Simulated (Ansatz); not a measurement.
`C[S][Al]([F])[Cl]` + `N[SiH2][SiH2]F` → `C[SiH](F)[SiH2]N` + `[F][Al]([SH])[Cl]`  (formal exchange of groups at a C–S bond)

Gas-phase electronic energies from Ansatz, PBE0-D4/def2-TZVP geometries. CCSD(T)/CBS is the MP2 limit (def2-TZVPP, def2-QZVPP) plus CCSD(T) − MP2 in def2-TZVPP, frozen cores. DFT in def2-TZVPP. B3LYP here is the variant with VWN-RPA as its local correlation; programs differ in this. One conformer a species, not always the lowest.

(1) Is it downhill or uphill in electronic energy at CCSD(T)/CBS, and by how much? (Best estimate.)

(2) What do these levels give: B3LYP-D4, r2SCANh-D4, BHLYP-D4, CAM-B3LYP-D4, PBE-QIDH, B3LYP, r2SCANh, CAM-B3LYP, MP2/def2-SVP, HF/def2-TZVPP, HF/CBS(def2), CCSD/CBS(def2)? (An estimate is asked.)

Largest T1 diagnostic among the species: 0.011.

## Answers

(1) Computed: Downhill: ΔE = -16.1 kcal/mol.

(2) The calculation gave: B3LYP-D4 -15.5, r2SCANh-D4 -16.6, BHLYP-D4 -15.8, CAM-B3LYP-D4 -16.1, PBE-QIDH -16.3, B3LYP -15.2, r2SCANh -16.5, CAM-B3LYP -15.8, MP2/def2-SVP -16.2, HF/def2-TZVPP -14.9, HF/CBS(def2) -14.8, CCSD/CBS(def2) -16.2 kcal/mol.

From BLYP to BHLYP (50 % exact exchange), in def2-TZVPP and without D4, ΔE moves by −0.9 kcal/mol. In def2-TZVPP, CCSD(T) changes the Hartree–Fock value by −1.5 kcal/mol (the triples alone add +0.1 kcal/mol) and MP2 by −1.7 kcal/mol.
